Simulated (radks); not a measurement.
Neutral gold inside a hard spherical wall (all orbitals vanish at R), configuration held at [Xe] 4f14 5d10 6s1 and not refilled when levels cross. Method: scalar-relativistic Kohn-Sham, LDA (Slater exchange, VWN5 correlation), spin-polarised, spherical densities, point nucleus; open shells are filled with parallel spins first (spin-orbit coupling, left out, can overturn this in heavy ions); computed with a radial shooting solver on a logarithmic mesh with Libxc functionals. Eigenvalues in eV for spin up, with the zero of energy where the potential of the charges vanishes at infinity; a dash marks a level that is unbound or too diffuse for the functional's potential to be trusted. A positive occupied level is held by the wall or, in an anion where self-interaction has pushed it up, behind a barrier. The pressure on the wall is -dE/dV.

R (bohr)  E (hartree)  kinetic (hartree)    e(4f)    e(5p)   e(5d)   e(6s)  e(6p, empty)  e(7s, empty)  pressure (GPa)
free      -19001.4035          21260.429  -81.561  -60.057  -7.218  -6.344        -1.058             -               0
20        -19001.4035          21260.429  -81.561  -60.057  -7.218  -6.344        -1.057         0.173        < 0.0001
12        -19001.4035          21260.429  -81.561  -60.056  -7.217  -6.343        -1.026         0.904        < 0.0001
10        -19001.4034          21260.430  -81.555  -60.051  -7.212  -6.338        -0.947         1.714         0.00214
8         -19001.4024          21260.440  -81.496  -59.992  -7.158  -6.281        -0.632         3.811          0.0517
7         -19001.3994          21260.466  -81.361  -59.861  -7.038  -6.145        -0.184         6.137           0.267
6         -19001.3873          21260.554  -80.966  -59.480  -6.693  -5.733         0.823        10.545            1.47
5         -19001.3363          21260.864  -79.806  -58.389  -5.707  -4.460         3.268        19.679            9.14
3.5       -19000.7155          21263.840  -72.212  -51.660   0.666   5.107        17.951        63.539             221
2.5       -18997.0190          21279.026  -50.122  -33.595  20.740  42.383        67.685        182.38            3410
2         -18987.8533          21314.319  -18.859   -7.279  53.441  111.96        151.92        357.79           19500
